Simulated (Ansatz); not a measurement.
A nudged elastic band was laid between two geometries of CH$_{7}$NSn (10 atoms, charge 0, multiplicity 1).

These are results of Ansatz 0.2.0, RKS B3LYP-D4/def2-SVP, not measurements.

- movable images: 5
- climbing image: yes
- spring: 5.0 eV/Å²
- optimiser: quadratic models (default)
- start path: IDPP
- force threshold: 0.05 eV/Å
- iteration limit: 60
- end points: relaxed

Initial state:

```xyz
10
Properties=species:S:1:pos:R:3
C -1.326 0.724 -0.602
Sn 0.161 -0.772 -0.125
N 1.450 0.130 1.214
H -2.081 0.308 -1.285
H -0.849 1.590 -1.083
H -1.816 1.052 0.326
H 0.938 -1.343 -1.568
H -0.514 -2.105 0.731
H 1.988 0.888 0.790
H 2.131 -0.524 1.604
```

Final state:

```xyz
10
Properties=species:S:1:pos:R:3
C -1.449 0.628 -0.382
Sn 0.250 -0.705 -0.283
N 1.709 0.328 0.752
H -2.272 0.162 -0.943
H -1.148 1.558 -0.885
H -1.799 0.867 0.633
H 0.931 -1.007 -1.835
H -0.199 -2.209 0.457
H 2.605 -0.161 0.761
H 1.457 0.489 1.729
```

Q: What changes between the two ends?

A: No bond is made or broken. The dihedral H7–Sn2–N3–H10 goes from -66 to -174°. The two ends are copies of one structure, up to a mirror image or an exchange of like atoms.

Q: Give the energies along the band, and the barrier.

A: The forces met the threshold. The highest image is number 3 of 0 to 6, 2.1 kJ/mol above the ends, which have the same energy within 2 meV. A vibrational analysis at the climbing image gives one clearly imaginary mode, 154i cm⁻¹: a first-order saddle point.

```csv
image,path coordinate (Å),energy (kJ/mol),dihedral H7–Sn2–N3–H10 (°)
0,0.00,0.0,-66
1,0.38,0.5,-83
2,0.75,1.5,-102
3,1.13,2.1,-120
4,1.50,1.5,-139
5,1.88,0.5,-157
6,2.26,0.0,-174
```

Q: What is the geometry of the highest image?

A: 
```xyz
10
Properties=species:S:1:pos:R:3
C -1.465 0.655 -0.460
Sn 0.218 -0.678 -0.210
N 1.607 0.287 0.981
H -2.239 0.185 -1.084
H -1.128 1.586 -0.939
H -1.890 0.896 0.526
H 0.947 -1.035 -1.736
H -0.269 -2.139 0.574
H 2.502 0.415 0.508
H 1.800 -0.223 1.843
```

Q: What are the harmonic wavenumbers there?

A: 154i, 75, 152, 334, 507, 507, 518, 609, 617, 696, 774, 784, 861, 1214, 1434, 1436, 1543, 1862, 1872, 3045, 3152, 3154, 3505, 3597 cm⁻¹.

Time of the run: 100 s on 1 thread of Arm Neoverse V2, on a shared host, peak memory 0.27 GiB.
